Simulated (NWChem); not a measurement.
System: iodine (I$_{2}$); SMILES II

Input file for NWChem:

```
start job
memory heap 200 mb stack 900 mb global 1100 mb
geometry units angstroms noautoz
  I      0.000000     0.000000     1.327795
  I      0.000000     0.000000    -1.327795
end
basis spherical
  * library def2-svp
end
ecp
  I library def2-ecp
end
dft
  xc optx lyp
  iterations 150
  mulliken
end
task dft energy
```

All runs use the structure optimised with PBE0-D3(BJ)/def2-TZVP. def2 effective core potentials on I; no spin-orbit coupling.

**Question.** What results follow from this input? (OLYP/def2-SVP with def2 effective core potentials on I.) Quantities: energy (Ha); highest occupied level (eV); orbital gap (eV).

**Answer.** 
```
Quantity                      Result
---------------------------  -------
energy (Ha)                  -595.98
highest occupied level (eV)    -5.96
orbital gap (eV)                1.81
```
